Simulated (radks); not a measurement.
The mean radii <r> (bohr) of the occupied orbitals of an atom or ion are listed with their occupations. Calculated with a radial shooting solver on a logarithmic mesh with Libxc functionals: Dirac Kohn-Sham, LB94 model potential, spin-unpolarised, spherical densities, finite nucleus; Fermi nuclear charge, rms radius of each element as measured or else 0.836 A^(1/3) + 0.57 fm.

orbital  occ.      <r>
1s1/2       2  0.02229
2s1/2       2  0.09443
2p1/2       2  0.07887
2p3/2       4  0.08562
3s1/2       2   0.2485
3p1/2       2   0.2380
3p3/2       4   0.2507
3d3/2       4   0.2226
3d5/2       6   0.2266
4s1/2       2   0.5504
4p1/2       2   0.5582
4p3/2       4   0.5836
4d3/2       4   0.6001
4d5/2       6   0.6080

Name the element and its charge. Open shells, if any, fill j = l - 1/2 first.

Answer. Z = 63, europium, charge +17: Eu17+ in [Kr] 4d10. The 1s radius gives Z: for a bare nucleus <r> = (2 gamma + 1)/(2Z) with gamma = sqrt(1 - (Z/c)^2), 0.02203 bohr for Z = 63, and screening makes it slightly larger (0.02229 here). The occupations add up to 46, and the charge is Z minus that.
